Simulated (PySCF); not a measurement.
Bond length, frequency and bond energy of ZrN by level of theory

State: ²Σ⁺ (doublet), unpaired electrons σ ↑. Set-up: PySCF, scalar-relativistic core potentials, basis sets Zr def2-TZVPPD with ECP28, N def2-TZVPPD. De refers to Zr (4d2 5s2) + N in their high-spin ground configurations, without counterpoise correction. The functionals are run spin-unrestricted. A positive dipole means Zr(−)N(+). Levels whose curve was spin-contaminated or gave no clean fit are not listed.

```csv
Level,Re (Å),ωe (cm⁻¹),De (eV),μ (D),"CPU s a point (SCF and correlation, without the integrals)"
ROHF,1.643,1156,n/a,-4.34,1.3
ROHF-MP2,1.743,938,n/a,n/a,2.5
ROHF-SCS-MP2,1.733,955,n/a,n/a,n/a
ROHF-CCSD,1.686,1065,5.29,n/a,n/a
ROHF-CCSD(T),1.708,1000,5.84,n/a,170
PBE,1.703,1021,n/a,-4.21,2.3
PBEsol,1.698,1035,n/a,-4.20,1.2
BP86,1.708,1012,n/a,-4.30,1.2
r²SCAN,1.694,1048,n/a,-4.24,3
PBE0,1.678,1078,n/a,-4.28,3.7
r²SCAN0,1.673,1092,n/a,-4.32,4.3
B97-3,1.679,1088,n/a,-4.35,4.6
ωB97X-V,1.666,1116,n/a,-4.34,9.7
```

The bond length runs from 1.643 Å (ROHF) to 1.743 Å (ROHF-MP2).

Correlated steps freeze 1 core orbital. De is left out where the level can put another filling of the metal’s s and d shells below the measured ground configuration, by anything from nothing to about 1 eV. These are scalar-relativistic numbers at best; spin–orbit coupling would shift them, the dissociation energy most. The state is the lowest single determinant that the PBE0 search found; with open d or f shells the true ground state can be another one.

The whole job (state search and all levels along the bond) took about 19 min on 2 threads of Arm Neoverse V1 (shared host), peak memory 4.5 GiB.
